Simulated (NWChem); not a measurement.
System: BaO; SMILES [O]=[Ba]

All runs: NWChem. Structure relaxed at the PBE0-D3(BJ)/def2-TZVP level. def2 effective core potentials on Ba; no spin-orbit coupling. Vertical excitations in the gas phase; the lowest state need not have the same character in each row.

```
level                    lowest excitation, singlet (eV)  oscillator strength of that lowest state  orbital gap (eV)
-----------------------  -------------------------------  ----------------------------------------  ----------------
PBE/def2-SVP, TDA                                   1.88                                     0.028              1.86
B3LYP/def2-SVP, TDA                                 2.14                                     0.025              3.00
BHandHLYP/def2-SVP, TDA                             2.62                                     0.021              4.76
LRC-wPBEh/def2-SVP, TDA                              ___                                     0.018               ___
```

Problem. What belongs in the gaps?

Solution. 
- LRC-wPBEh/def2-SVP, TDA, lowest excitation, singlet (eV): 2.51
- LRC-wPBEh/def2-SVP, TDA, orbital gap (eV): 6.24
